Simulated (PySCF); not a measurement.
Ionisation energy of F²⁺ by level of theory

F²⁺ [He] 2s2 2p3 (4S) → F³⁺ [He] 2s2 2p2 (3P), as a difference of total energies. All numbers are calculated (PySCF 2.14, the spin-free X2C one-electron Hamiltonian (Gaussian nucleus), in aug-cc-pCVTZ-DK with one added diffuse shell each of s, p, d, f type (8s7p5d3f, 75 functions)). Correlated levels: valence: 1s2 frozen; valence and next inner shell: nothing frozen. The calculations carry no spin-orbit coupling.

```
                                method  ionisation energy (eV)
                                   UHF                  62.226
                                   LDA                  63.151
                                   PBE                  62.828
                                  PBE0                  62.906
                                r2SCAN                  63.148
                                 B3LYP                  62.919
                                 TPSSh                  62.864
                         MP2 (valence)                  62.823
                     SCS-MP2 (valence)                  62.555
    MP2 (valence and next inner shell)                  62.871
SCS-MP2 (valence and next inner shell)                  62.590
```

Problem. Estimate what HSE06 gives.

Solution. 62.896 eV, closest to PBE0 among the rows shown.

Problem. Estimate what wB97X-V gives.

Solution. 62.551 eV, closest to SCS-MP2 (valence) among the rows shown.

A first-order spin-orbit estimate (lowest level to lowest level, LS coupling) adds -0.053 eV.

Errors of the correlated levels include the incompleteness of this basis and the frozen core.

For comparison: 62.708 eV (semi-empirical (NIST evaluation); NIST Atomic Spectra Database, ionization energies).
